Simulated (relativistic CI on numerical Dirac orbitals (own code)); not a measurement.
## Spin-allowed bands of a d2 ion in an octahedral site, by hand

Problem. Take Δ = 17700 cm⁻¹ and B = 580 cm⁻¹ for a d2 ion in an octahedral site. Calculate the three spin-allowed bands.

Working.
1. The terms of highest spin are 3F (energy 0) and 3P (15B = 8700 cm⁻¹). Here the F term splits into A2 at +1.2Δ = 21240, T2 at +0.2Δ = 3540 and T1 at −0.6Δ = -10620 cm⁻¹.
2. The two T1 states mix through the element 0.4Δ: H = [[-10620, 7080], [7080, 8700]], with roots ½(H₁₁ + H₂₂) ∓ ½√[(H₂₂ − H₁₁)² + 4H₁₂²] = ½(-1920) ∓ ½(23953) = -12937 and 11017 cm⁻¹.
3. The ground term is 3T1 at -12937 cm⁻¹.
4. Bands: 3T2 16477 cm⁻¹ (607 nm), 3T1(P) 23953 cm⁻¹ (417 nm), 3A2 34177 cm⁻¹ (293 nm).

Check. Exact diagonalisation of the whole d2 shell with these parameters gives 3T2 16477, 3T1 23953, 3A2 34177 cm⁻¹. The match is exact, since without spin-orbit coupling no other term has this spin. The ratio of the second band to the first, 1.454, depends on Δ/B = 30.5 alone, which is how a Tanabe-Sugano diagram is read.
